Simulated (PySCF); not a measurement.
# Steps of a relaxation of [Tb(NH2)4]−

[Tb(NH2)4]− (singlet in the valence; each metal's 4f electrons, 8 of them, lie in its core potential, out of spins and levels). PySCF 2.14.0, RKS PBE0, Tb lcecp-1-SVP with ECP54, N def2-SVP, H def2-SVP; non-relativistic Hamiltonian with scalar-relativistic core potentials where named; density fitting; no spin-orbit coupling. Origin of the start: displaced along the imaginary mode. Columns: position (Å) and force (eV/Å). Energies are counted from the last step; some of the 25 steps are shown. Forces carry noise of the integration grid, about 0.01 to 0.03 eV/Å.

Run from Python with OMP_NUM_THREADS=2. Where DIIS fails, smearing, a level shift and second-order steps follow.
It took 3.1 min on 2 threads of Arm Neoverse V1 (shared host), from the converged density of the start.

```xyz
13
step 0  E = 0.250 eV
Tb    0.0000    0.0000    0.0000     0.00    0.00    0.00
N     1.1397    1.3899    1.3891     0.76    0.53    0.64
H     1.3249    1.2023    2.4066    -0.08    0.38   -1.19
H     1.7615    2.1863    1.0982    -0.64   -0.93    0.54
N    -1.1397   -1.3891    1.3899    -0.76   -0.64    0.53
H    -1.7615   -1.0982    2.1863     0.64   -0.54   -0.93
H    -1.3249   -2.4066    1.2023     0.08    1.19    0.38
N     1.1397   -1.3899   -1.3891     0.76   -0.53   -0.64
H     1.7615   -2.1863   -1.0982    -0.64    0.93   -0.54
H     1.3249   -1.2023   -2.4066    -0.08   -0.38    1.19
N    -1.1397    1.3891   -1.3899    -0.76    0.64   -0.53
H    -1.3249    2.4066   -1.2023     0.08   -1.19   -0.38
H    -1.7615    1.0982   -2.1863     0.64    0.54    0.93
```

```xyz
13
step 8  E = 0.030 eV
Tb    0.0000    0.0000    0.0000     0.00    0.00    0.00
N     1.2870    1.3046    1.3370     0.16    0.15   -0.05
H     1.2313    1.3195    2.3569     0.04    0.05   -0.03
H     2.0780    1.9133    1.0926    -0.22   -0.21    0.09
N    -1.2870   -1.3370    1.3046    -0.16    0.05    0.15
H    -2.0780   -1.0926    1.9133     0.22   -0.09   -0.21
H    -1.2313   -2.3569    1.3195    -0.04    0.03    0.05
N     1.2870   -1.3046   -1.3370     0.16   -0.15    0.05
H     2.0780   -1.9133   -1.0926    -0.22    0.21   -0.09
H     1.2313   -1.3195   -2.3569     0.04   -0.05    0.03
N    -1.2870    1.3370   -1.3046    -0.16   -0.05   -0.15
H    -1.2313    2.3569   -1.3195    -0.04   -0.03   -0.05
H    -2.0780    1.0926   -1.9133     0.22    0.09    0.21
```

```xyz
13
step 16  E = 0.002 eV
Tb    0.0000    0.0000    0.0000     0.00    0.00    0.00
N     1.3433    1.2529    1.3292     0.00   -0.03    0.00
H     1.2743    1.4079    2.3354     0.01    0.01    0.00
H     2.2293    1.6754    1.0485     0.00    0.01   -0.01
N    -1.3433   -1.3292    1.2529     0.00    0.00   -0.03
H    -2.2293   -1.0485    1.6754     0.00    0.01    0.01
H    -1.2743   -2.3354    1.4079    -0.01    0.00    0.01
N     1.3433   -1.2529   -1.3292     0.00    0.03    0.00
H     2.2293   -1.6754   -1.0485     0.00   -0.01    0.01
H     1.2743   -1.4079   -2.3354     0.01   -0.01    0.00
N    -1.3433    1.3292   -1.2529     0.00    0.00    0.03
H    -1.2743    2.3354   -1.4079    -0.01    0.00   -0.01
H    -2.2293    1.0485   -1.6754     0.00   -0.01   -0.01
```

Problem. Where does the relaxation end?

Solution. It converges at step 24 in S4:
```xyz
13
step 24  E = 0
Tb    0.0000    0.0000    0.0000
N     1.3593    1.2268    1.3348
H     1.3089    1.4100    2.3368
H     2.2249    1.6690    1.0210
N    -1.3593   -1.3347    1.2268
H    -2.2255   -1.0210    1.6683
H    -1.3082   -2.3371    1.4103
N     1.3593   -1.2268   -1.3348
H     2.2249   -1.6690   -1.0210
H     1.3089   -1.4100   -2.3368
N    -1.3593    1.3347   -1.2268
H    -1.3082    2.3371   -1.4103
H    -2.2255    1.0210   -1.6683
```

Problem. How did the contacts change?

Solution. 
| contact | start (Å) | end (Å) |
| --- | --- | --- |
| Tb1–N2 (NH2) | 2.272 | 2.266 |
| Tb1–N5 (NH2) | 2.272 | 2.266 |
| Tb1–N8 (NH2) | 2.272 | 2.266 |
| Tb1–N11 (NH2) | 2.272 | 2.266 |


No frequency check is given that shows the relaxed geometry to be a minimum. An lcecp potential fixes the number of 4f electrons, so in runs with it no electron can move into or out of that shell.
